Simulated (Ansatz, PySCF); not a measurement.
AlH₂, SMILES [AlH2-] (connectivity only; charge and spin as stated), charge -1, multiplicity 1. Atoms are numbered in the order given.

```xyz
3

Al    -0.0041     0.0334    -0.7868
H      1.2200    -0.0012     0.3871
H     -1.2498     0.0480     0.3646
```
Charge -1, spin multiplicity 1.

The structure is a stationary point at B3LYP-D3(BJ)/def2-TZVPD.

Two levels are set side by side: PBE-D3(BJ)/def2-TZVPD (Ansatz, a quantum-chemistry and plane-wave program) and B3LYP-D3(BJ)/def2-TZVPD (PySCF). Each level has its own optimised geometry; the coordinates shown are those of the second. Frequencies come from the Hessian of PySCF at each geometry. Differences are taken from unrounded values.

```json
[
 {"quantity": "mean bond length (Å)", "B3LYP-D3(BJ)": "1.696", "PBE-D3(BJ)": "1.712", "PBE-D3(BJ) minus B3LYP-D3(BJ)": "0.016"},
 {"quantity": "bond Al1–H2 (Å)", "B3LYP-D3(BJ)": "1.696", "PBE-D3(BJ)": "1.712", "PBE-D3(BJ) minus B3LYP-D3(BJ)": "0.016"},
 {"quantity": "bond Al1–H3 (Å)", "B3LYP-D3(BJ)": "1.696", "PBE-D3(BJ)": "1.712", "PBE-D3(BJ) minus B3LYP-D3(BJ)": "0.016"},
 {"quantity": "highest harmonic wavenumber (cm⁻¹)", "B3LYP-D3(BJ)": "1446", "PBE-D3(BJ)": "1411", "PBE-D3(BJ) minus B3LYP-D3(BJ)": "-35"},
 {"quantity": "mean harmonic wavenumber (cm⁻¹)", "B3LYP-D3(BJ)": "1237", "PBE-D3(BJ)": "1201", "PBE-D3(BJ) minus B3LYP-D3(BJ)": "-36"},
 {"quantity": "zero-point energy (kcal/mol)", "B3LYP-D3(BJ)": "5.30", "PBE-D3(BJ)": "5.15", "PBE-D3(BJ) minus B3LYP-D3(BJ)": "-0.15"}
]
```

Exact exchange shortens and stiffens bonds; PBE has none. Differences between two approximate levels are no errors against the true value.
